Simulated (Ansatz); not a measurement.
Z-matrix (Å, degrees):
```
C
F 1 1.325
Cl 1 1.755 2 109.5
Br 1 1.936 2 109.1 3 122.3
F 1 1.325 2 108.1 3 -119.2
```

Charge 0, multiplicity 1.

List the CAM-B3LYP/def2-TZVPP orbital energies in eV (Ansatz 0.2.0). (Best estimate.)

The calculation gave: Occupied: -13141.86, -2765.60, -1703.35, -1535.14, -1535.02, -1535.02, -675.42, -675.42, -286.78, -260.36, -239.44, -199.49, -199.22, -199.22, -180.45, -180.10, -180.10, -74.77, -74.67, -74.67, -74.39, -74.39, -38.46, -36.58, -26.96, -24.72, -21.11, -18.80, -17.81, -17.62, -15.25, -14.61, -14.52, -12.49, -11.67, -11.54, -10.48, -10.25. Lowest empty: -0.21, 1.65, 3.53, 3.74, 4.61, 5.46, 6.94, 7.27.
